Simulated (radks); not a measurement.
Pr, 59 electrons, occupied as [Xe] 4f3 6s2. Method: Dirac Kohn-Sham, HCTH/407, spin-unpolarised, spherical densities, finite nucleus; open shells fill j = l - 1/2 first; Fermi nuclear charge, rms radius 4.8919 fm; computed with a radial shooting solver on a logarithmic mesh with Libxc functionals.

Spin-orbit splittings of the eigenvalues, e(l+1/2) - e(l-1/2), with zeta = 2 splitting/(2l+1) and mean radii in bohr:

| shell | occ. | splitting (eV) | zeta (eV) | <r> j=l-1/2 | <r> j=l+1/2 |
|---|---|---|---|---|---|
| 2p | 6 | 482.2 | 321.5 | 0.08604 | 0.09234 |
| 3p | 6 | 95.71 | 63.81 | 0.2615 | 0.2738 |
| 3d | 10 | 20.68 | 8.274 | 0.2448 | 0.2487 |
| 4p | 6 | ? | ? | 0.6394 | 0.6673 |
| 4d | 10 | 3.632 | 1.453 | 0.7197 | 0.7297 |
| 4f | 3 | 0.3513 | 0.1004 | 1.161 | 1.186 |
| 5p | 6 | 2.808 | 1.872 | 1.699 | 1.788 |

Estimate the 4p splitting.

Answer. 20.63 eV (zeta = 13.75 eV).
